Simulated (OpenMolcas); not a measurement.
Ti2+.

- Program: OpenMolcas
- Method: CASSCF
- Basis: ANO-R2 [6s5p4d2f1g]
- Scalar Hamiltonian: X2C, finite nucleus
- Active space: 2 electrons in 6 orbitals (3d 4s)
- State averaging: 2S+1 = 3 even, 15 roots; 2S+1 = 1 even, 20 roots kept (CI in the orbitals of an earlier block)
- Spin-orbit coupling: state interaction with AMFI integrals over the reference wave functions, term energies averaged over their components

Levels without dynamic correlation, in cm-1 above 3d2 3F2:

| Level | E |
| --- | --- |
| 3d2 1D2 | 11339 |
| 3d2 3P0 | 13690 |
| 3d2 1G4 | 17822 |
| 3d2 1S0 | 43179 |

On this reference, MS-CASPT2, IPEA 0.25 Eh, imaginary shift 0.1 Eh (closed shells correlated: 3s 3p) puts 3d2 1D2 at 8100 cm-1.

Question: Estimate the other levels at that method by one scale factor, and say how well it serves.

Answer: The factor is 8100 / 11339 = 0.714. Scaled values beside those that MS-CASPT2 gives and measured ones (Corliss and Sugar, J. Phys. Chem. Ref. Data 8, 1 (1979)):
```json
{"Level": "3d2 3P0", "Scaled": "9775", "MS-CASPT2": "11050", "Miss (%)": "-11.5", "Measured": "10538"}
{"Level": "3d2 1G4", "Scaled": "12725", "MS-CASPT2": "14500", "Miss (%)": "-12.2", "Measured": "14398"}
{"Level": "3d2 1S0", "Scaled": "30830", "MS-CASPT2": "31960", "Miss (%)": "-3.5", "Measured": "32476"}
```
For these levels the scaled values miss MS-CASPT2 by up to 12.2 %, as correlation changes each term by its own factor, spin-orbit parts do not scale and CASPT2 has its own spread within terms. This holds within one configuration; levels of others move differently, and the target method has errors of its own against measurement.

Term energies are means over components that CASPT2 splits; among the terms shown or strongly mixed into the levels shown the widest spread is 700 cm-1 (3d2 3F, MS-CASPT2). Terms from blocks run as CI alone lack orbitals of their own. Without dynamic correlation excited terms often stand tens of per cent too high (terms of higher spin than the ground term too low), and those without a measured partner can miss by more than the paired ones (holds for CASSCF). Computed and measured levels are paired by configuration, term and J; levels that our copy of the source lacks, or whose pairing is in doubt (as where it misses far off the trend of its configuration), stay unpaired and out of the deviations. Only configurations of the active space appear.
